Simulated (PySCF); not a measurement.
Structure from NMR data

An unknown has the formula C4H13FN2Si2. Its calculated NMR data are:

¹H NMR (500 MHz, computed): δ 5.08 (m, 1H), 5.04 (m, 1H), 4.84 (m, 1H), 4.79 (m, 1H), 4.03 (m, 1H), 3.16 (m, 1H), 2.65 (s, 3H), 1.37 (d, 3H), 0.04 (br s, 1H).

¹³C{¹H} NMR (computed): δ 91.9 (CH), 51.1 (CH), 30.2 (CH3), 24.5 (CH3).

Non-relativistic Hamiltonian, gas phase, one computed conformer, rapidly exchanging positions averaged. Structure optimised with GFN2-xTB; σ from GIAO-PBE0/pcSseg-1; PySCF 2.14.0 with density-fitted response routines.

δ = σ(ref) − σ, references computed at the same level: TMS for ¹H and ¹³C.

Propose a structure and justify it.

Results:


1. Rings plus π bonds: 1 (1 ring in the answer).
2. 4 carbon signals for 4 carbons: no two carbons are equivalent.
3. Carbon types of the structure: 2 × CH, 2 × CH3, leaving 5 H on heteroatoms.
4. δC 91.9: sp3 CH bonded to F and Si; deshielded by the electronegative neighbour.
5. δC 30.2: methyl carbon bonded to N; the inductive effect lowers its shielding.
6. δC 24.5: methyl carbon; a saturated carbon with 1 carbon neighbour and no heteroatom attached.
7. δH 4.03: hydrogen on an sp3 CH bonded to F and Si; its carbon carries F, hence the downfield position.
8. δH 3.16: hydrogen on an sp3 CH bonded to N; its carbon carries N, hence the downfield position.
9. δH 2.65: hydrogen on a methyl carbon bonded to N; its carbon carries N, hence the downfield position.
10. δH 0.04: hydrogen on a nitrogen bonded to C, Si, in a 6-membered ring; exchangeable, gas-phase position.

These data were computed for SMILES C[C@@H]1N[SiH2]N(C)[SiH2][C@H]1F.

The data come from this structure; uniqueness wasn't tested.

The OH or NH signal is concentration- and solvent-dependent in practice; the value given is the gas-phase one. Splittings by ¹⁹F in the carbon and heteronuclear signals aren't shown, as no couplings were computed. Shifts are as computed. Against solution values, carbons near 30 ppm lie about +3 ppm off and those near 130 ppm about +5 ppm. Of 1211 compounds with measured shifts, 218 miss one by over three times the rms of a fit or turn the order of signals round; such compounds aren't used in these exercises. No couplings were computed; multiplicities are counted from neighbouring protons, with m where these are inequivalent, close in shift, in a saturated or five-membered ring or joined by F or P, and br s for small geminal =CH2 splittings.
